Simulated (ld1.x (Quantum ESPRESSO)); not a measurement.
Pseudopotential generation for F (Z = 9): PAW, PBE, scalar-relativistic.

The input file (ld1.x (Quantum ESPRESSO) 7.5):

```
&input
   title='F', zed=9., rel=1, dft='PBE', iswitch=3,
   config='[He] 2s2 2p4.5 3d-2',
   nld=3, rlderiv=1.90, eminld=-5.0, emaxld=5.0, deld=0.02
 /
 &inputp
   pseudotype=3, lpaw=.true., tm=.true., lloc=-1, rcloc=1.25,
   nlcc=.true., new_core_ps=.true., rcore=0.45,
   which_augfun='PSQ', rmatch_augfun_nc=.true.,
   file_pseudopw='F.UPF', file_wfcaegen='ae.wfc', file_wfcncgen='nc.wfc', file_beta='beta', file_chi='chi', file_wfcusgen='us.wfc'
 /
6
2S  1  0   2.00   0.00  0.40  0.55  0.0
2S  1  0   0.00  -1.95  0.40  0.55  0.0
2P  2  1   4.50   0.00  1.45  1.75  0.0
2P  2  1   0.00  -0.70  1.45  1.75  0.0
3D  3  2  -2.00   0.20  0.95  1.30  0.0
3D  3  2  -2.00   1.00  0.95  1.30  0.0
 &test
   configts(1)='2s2 2p4.5'
 /
```

Command:

```bash
ld1.x < F.in > F.out
```

Output (shortened: banner, matrices, multipoles, cross overlaps and the repeated all-electron block are left out):

```
Program LD1 v.7.5
     --------------------------- All-electron run ----------------------------

     F
     scalar relativistic calculation

     atomic number is  9.00
     dft =PBE   lsd =0 sic =0 latt =0  beta=0.20 tr2=1.0E-14
     Exchange-correlation= PBE
                           (   1   4   3   4   0   0   0)
     mesh =1105 r(mesh) =  99.76081 a.u. xmin = -7.00 dx = 0.01250
     1 Ry =  13.60569312 eV, c = 137.03599908

     n l     nl                  e(Ry)          e(Ha)          e(eV)
     1 0     1S 1( 2.00)       -49.4671       -24.7336      -673.0345
     2 0     2S 1( 2.00)        -2.8081        -1.4041       -38.2067
     2 1     2P 1( 4.50)        -1.4136        -0.7068       -19.2324

     final scf error:  6.1E-15 reached in  24 iterations

     Etot =    -198.934914 Ry,     -99.467457 Ha,   -2706.647396 eV

     Ekin =     198.797516 Ry,      99.398758 Ha,    2704.777992 eV
     Encl =    -471.498042 Ry,    -235.749021 Ha,   -6415.057665 eV
     Eh   =      93.720607 Ry,      46.860303 Ha,    1275.133813 eV
     Exc  =     -19.954995 Ry,      -9.977497 Ha,    -271.501536 eV

     normalization and overlap integrals

     s(1S/1S) =  1.000000  <r> =   0.1763  <r2> =    0.0420  r(max) =   0.1139
     s(2S/2S) =  1.000000  <r> =   0.9830  <r2> =    1.1713  r(max) =   0.7617
     s(2P/2P) =  1.000000  <r> =   1.0380  <r2> =    1.4106  r(max) =   0.6979

     ------------------------ End of All-electron run ------------------------

     --------------------- Generating PAW atomic setup --------------------

      Generating local potential from pseudized AE potential:
      Matching radius rcloc =   1.2500

      Local pseudo, rcloc= 1.256 Estimated cut-off energy=    15.29 Ry

      Computing core charge for nlcc:

       r > 0.45 : true rho core
      Core charge pseudized with two Bessel functions
      Integrated core pseudo-charge :   0.64
      Wfc-us  2S rcutus= 0.550  Estimated cut-off energy=   135.20 Ry
      Wfc-us  2S rcutus= 0.550  Estimated cut-off energy=   136.23 Ry
      Wfc-us  2P rcutus= 1.738  Estimated cut-off energy=    26.92 Ry
      Wfc-us  2P rcutus= 1.738  Estimated cut-off energy=    41.10 Ry
      Wfc-us  3D rcutus= 1.288  Estimated cut-off energy=    61.72 Ry
      Wfc-us  3D rcutus= 1.288  Estimated cut-off energy=    62.47 Ry

     Required augmentation: PSQ   radius:    1.750000

     Q pseudized with Bessel functions
     Expected ecutrho=    2294.8738 due to l1=  0   l2=  2

     Estimated PAW energy =  -58.522355 Ryd

     ------------------- End of pseudopotential generation -------------------

     Computing logarithmic derivative in   1.90893
     Computing logarithmic derivative in   1.90893
     Computing the partial wave expansion
     R is outside the sphere for l=    0 j= 0.00
     R is outside the sphere for l=    0 j= 0.00
     R is outside the sphere for l=    1 j= 0.00
     R is outside the sphere for l=    1 j= 0.00
     R is outside the sphere for l=    2 j= 0.00
     R is outside the sphere for l=    2 j= 0.00

     ---------------------- Testing the pseudopotential ----------------------

     F
     scalar relativistic calculation

     atomic number is  9.00   valence charge is  7.00
     dft = SLA  PW   PBX  PBC   lsd =0 sic =0 latt =0  beta=0.20 tr2=1.0E-14
     mesh =1105 r(mesh) =  99.76081 xmin = -7.00 dx = 0.01250

     n l     nl             e AE (Ry)        e PS (Ry)    De AE-PS (Ry)
     1 0     2S   1( 2.00)       -2.80814       -2.80814        0.00001
     2 1     2P   1( 4.50)       -1.41356       -1.41356        0.00000

     eps = 6.0E-15  iter =  3

     Etot =    -198.934914 Ry,     -99.467457 Ha,   -2706.647396 eV
     Etotps =   -58.522367 Ry,     -29.261183 Ha,    -796.237365 eV

     Ekin =      49.860741 Ry,      24.930370 Ha,     678.389937 eV
     Encl =    -126.685632 Ry,     -63.342816 Ha,   -1723.645831 eV
     Ehrt =      38.257518 Ry,      19.128759 Ha,     520.520044 eV
     Ecxc =     -19.954993 Ry,      -9.977497 Ha,    -271.501515 eV
     (Ecc =      -1.554865 Ry,      -0.777432 Ha,     -21.155014 eV)

     ---------------------- End of pseudopotential test ----------------------
```

Generation and configuration tests took about 2.1 s on one core of a shared server CPU.
